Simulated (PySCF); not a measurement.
Computed spin Hamiltonian

Species: C3H9OSi (doublet state).
Z-matrix (Å and degrees, GFN2-xTB geometry), rows numbered from 1:
```
C 
Si  1  1.9055
C   2  1.9049  1  111.80
C   2  1.9280  1  109.98  3  -121.84
O   4  1.4213  2  111.84  1   177.14
H   1  1.0893  2  110.85  3    59.78
H   1  1.0855  2  110.97  3   -59.74
H   1  1.0858  2  111.87  3   179.96
H   3  1.0895  2  110.39  1   -52.25
H   3  1.0859  2  111.81  1    67.65
H   3  1.0857  2  111.11  1  -171.57
H   4  1.0935  2  109.89  1    61.17
H   4  1.0971  2  112.60  1   -58.10
H   5  0.9621  4  108.37  2    64.37
```

The hyperfine couplings belong to this conformer and change with its torsions.

The species is `OC[Si](C)C` [radical].

Theory: UKS B3LYP, pcH-1 on C H O Si, non-relativistic, mean-field spin-orbit, GIAO (PySCF 2.14.0). The structure is a single GFN2-xTB conformer in the gas phase; no vibrational or solvent corrections. Couplings are sensitive to structure, and on GFN2-xTB geometries they can be far from those on DFT ones, by a factor of two or more for some ions and for spin on atoms past the first row. Stability of the SCF solution: not tested.

| Property | Result |
| --- | --- |
| g1, g2, g3 | 2.00211, 2.00371, 2.00438 |
| g_iso | 2.00340 |
| Form of g | rhombic: the two nearest values differ by 29 % of g3 − g1 |
| ⟨S²⟩ | 0.7513 (exact 0.7500) |
| α and β electrons | 25, 24 |
| Total energy | -484.44601 Eh |
| Basis functions | 225 |

Hyperfine couplings atom by atom, in G; T1 to T3 are the principal values of the dipolar part (MHz turned into gauss with g_iso; 10 G = 1 mT):

```csv
atom,isotope,a_iso,of which spin–orbit,T1,T2,T3,Mulliken spin population
C1,13C,9.3,0.0,-1.3,-1.3,2.6,-0.01
Si2,29Si,-159.5,0.3,-58.6,29.2,29.4,0.93
C3,13C,12.6,0.0,-1.6,-1.5,3.2,0.00
C4,13C,9.3,0.0,-1.9,-1.8,3.7,0.01
O5,17O,-2.3,0.0,-0.3,0.0,0.3,0.00
H6,1H,19.5,0.0,-1.3,0.0,1.4,0.03
H7,1H,1.1,0.0,-1.5,-0.9,2.4,0.00
H8,1H,0.5,0.0,-1.4,-0.9,2.3,0.00
H9,1H,20.0,0.0,-1.5,0.0,1.4,0.03
H10,1H,1.3,0.0,-1.6,-0.9,2.6,0.00
H11,1H,-0.4,0.0,-1.5,-0.8,2.4,0.00
H12,1H,16.9,0.0,-1.6,0.1,1.5,0.02
H13,1H,-0.3,0.0,-1.6,-0.9,2.5,0.00
H14,1H,0.5,0.0,-1.2,-0.8,2.0,0.01
```

The largest Mulliken spin population is on Si2 (+0.93). The angles at Si2 add up to 331.3°, so it is pyramidal.

Under fast tumbling the dipolar parts average out, and these isotropic splittings remain: 2 × 1H (H12/H13, I = 1/2, 3 lines) with 0.83 mT, 6 × 1H (H6 (×6), I = 1/2, 7 lines) with 0.70 mT and 1 × 1H (H14, I = 1/2, 2 lines) with 0.05 mT.

Nuclei that the bonding pattern makes equivalent are averaged, as if the motion that swaps them (rotation, inversion, ring flip) were fast. The six 1H nuclei of mean +19.6 MHz run from -1.2 to 56.0 MHz in the frozen geometry. The 1H value of +23.3 MHz is a mean of couplings from -0.8 to 47.4 MHz in this one geometry, not an average over conformers.

The 13C coupling of C1/C3 (mean 30.6 MHz) shows only in satellite lines or after enrichment, since that isotope makes up about 1.07 % of natural carbon.

The 29Si coupling of Si2 (-447.3 MHz) shows only in satellite lines or after enrichment, since that isotope makes up about 4.7 % of natural silicon.
